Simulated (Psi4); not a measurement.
Psi4 input (wB97X-D/6-31G*):

```
memory 1500 MB

molecule {
0 1
C     2.37515900   -0.41602000    0.29645000
C     1.37149500    0.45719000    0.20096200
N     0.01516000    0.15895400   -0.00270500
Si   -0.49241600   -1.50456400   -0.18287300
Si   -1.17216700    1.44103100   -0.03664800
H     2.23901200   -1.48797400    0.23089200
H     3.38298400   -0.05924200    0.44642200
H     1.58754100    1.51775400    0.27982700
H    -1.95979000   -1.44914700   -0.36597100
H    -0.16546700   -2.30255000    1.02030300
H     0.14598500   -2.13384500   -1.36062500
H    -0.43419300    2.72238700    0.01080100
H    -1.98231000    1.36531600   -1.27328700
H    -2.09564500    1.35706900    1.11939000
symmetry c1
no_reorient
no_com
}

set {
  basis 6-31G*
  reference rks
  scf_type pk
  dft_radial_points 99
  dft_spherical_points 590
  e_convergence 1e-8
  d_convergence 1e-7
  maxiter 150
}

e = energy('wb97x-d')
print_out(f'\nFINAL {e:.10f} DIPOLE {variable("CURRENT DIPOLE")[0]:.6f} {variable("CURRENT DIPOLE")[1]:.6f} {variable("CURRENT DIPOLE")[2]:.6f}\n')
```

From the output:

```
      80A      1.471039    81A      1.508810    82A      1.585154
      83A      1.630022    84A      1.805637    85A      1.945700
      86A      1.986483    87A      2.046340    88A      2.179388
      89A      2.289161    90A      2.305361    91A      2.420391
      92A      2.479274    93A      2.573656    94A      2.698482
      95A      2.887718    96A      3.014742    97A      3.039611
      98A      3.054600    99A      3.946823   100A      4.235781
     101A      4.436741

    Final Occupation by Irrep:
              A
    DOCC [    28 ]
    NA   [    28 ]
    NB   [    28 ]

  @RKS Final Energy:  -715.27417589761922

   => Energetics <=

    Nuclear Repulsion Energy =            286.8341681667615717
    One-Electron Energy =               -1555.2488825840180198
    Two-Electron Energy =                 597.8242054781918569
    DFT Exchange-Correlation Energy =     -44.6768159561246563
    Empirical Dispersion Energy =          -0.0068510024300135
    VV10 Nonlocal Energy =                  0.0000000000000000
    Total Energy =                       -715.2741758976192159

Computation Completed

Properties will be evaluated at   0.000000,   0.000000,   0.000000 [a0]

Properties computed using the SCF density matrix

 Multipole Moments:

 ------------------------------------------------------------------------------------
     Multipole            Electronic (a.u.)      Nuclear  (a.u.)        Total (a.u.)
 ------------------------------------------------------------------------------------

 L = 1.  Multiply by 2.5417464519 to convert [e a0] to [Debye]
 Dipole X            :         -0.1214641           -0.0000019           -0.1214660
 Dipole Y            :          0.1139417            0.0000076            0.1139493
 Dipole Z            :         -0.0126522           -0.0000094           -0.0126616
 Magnitude           :                                                    0.1670291

 ------------------------------------------------------------------------------------

FINAL -715.2741758976 DIPOLE -0.121466 0.113949 -0.012662

*** Psi4 exiting successfully. Buy a developer a beer!
```

The geometry given is a B3LYP-D3(BJ)/def2-TZVP minimum.
